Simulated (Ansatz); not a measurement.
`BC(F)CC` and `CC[CH](F)[AlH2]` differ in one atom or group.

Ansatz, PBE0-D4/def2-TZVP geometries, multiplicity 1. Each molecule was computed in one conformer, which needn't be the lowest.

```
                             property  `BC(F)CC`
HOMO energy (ωB97M-V/def2-TZVPP) / eV     -10.93
  LUMO energy (B3LYP/def2-TZVPP) / eV      -1.96
   HOMO energy (PBE0/def2-TZVPP) / eV      -8.56
    LUMO energy (PBE/def2-TZVPP) / eV      -2.74
  HOMO–LUMO gap (PBE/def2-TZVPP) / eV       4.29
LUMO energy (ωB97M-V/def2-TZVPP) / eV       0.20
```

(1) Give the same properties after the change, and the shifts. (Estimate.)

Answers

(1) The calculation gave: 
```
                             property  `CC[CH](F)[AlH2]`  shift
HOMO energy (ωB97M-V/def2-TZVPP) / eV              -9.70   1.23
  LUMO energy (B3LYP/def2-TZVPP) / eV              -1.82   0.14
   HOMO energy (PBE0/def2-TZVPP) / eV              -7.44   1.12
    LUMO energy (PBE/def2-TZVPP) / eV              -2.36   0.38
  HOMO–LUMO gap (PBE/def2-TZVPP) / eV               3.72  -0.57
LUMO energy (ωB97M-V/def2-TZVPP) / eV              -0.02  -0.22
```

With PBE0 the HOMO rises by 1.12 eV and the LUMO rises by 0.12 eV, so the gap narrows by about 1.00 eV. PBE moves the HOMO by 0.94 eV and ωB97M-V by 1.23 eV.

B3LYP here is the variant with VWN-RPA as its local correlation; programs differ in this.
